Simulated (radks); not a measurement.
Values are calculated unless marked as measured or tabulated.
Dynamic dipole polarisability and lines of the selenium ion Se16+, [Ar]. Level of theory: non-relativistic Kohn-Sham, LB94 model potential, spin-polarised, spherical densities, point nucleus (a radial shooting solver on a logarithmic mesh with Libxc functionals). Time-dependent linear response with the Hartree and adiabatic LDA kernel, continuum included through the Sternheimer equations. Lines are the poles of the dipole polarisability below minus the highest occupied eigenvalue, found on a grid refined at the orbital gaps; the lowest seven at most are given, and weak or close lines can be missed. The first line takes the name of the lowest orbital gap if no other gap lies below it; otherwise a line is named after a gap within 0.6 % of it, if that gap stands alone.

photon energy (eV),alpha (bohr^3)
0,0.1251
10.615,0.1261
53.075,0.5407
95.534,0.4372
137.99,-0.1596

Lines (eV, oscillator strength): 110.31 (11.24 nm, 3p-3d), f = 1.70; 305.25 (4.062 nm, 3p-4s), f = 0.291; 357.00 (3.473 nm, 3p-4d), f = 1.53; 379.15 (3.270 nm, 3s-4p), f = 0.462; 444.15 (2.791 nm, 3p-5s), f = 0.0704. Higher lines, where found, are left out when the end of the mesh affects them. Those listed give 94 % of the static polarisability (sum of f/w^2). Orbital energy gaps for comparison: 3p-3d 85.078 eV; 3p-4s 304.46 eV; 3p-4d 356.15 eV; 3s-4p 378.50 eV; 3p-5s 443.90 eV.
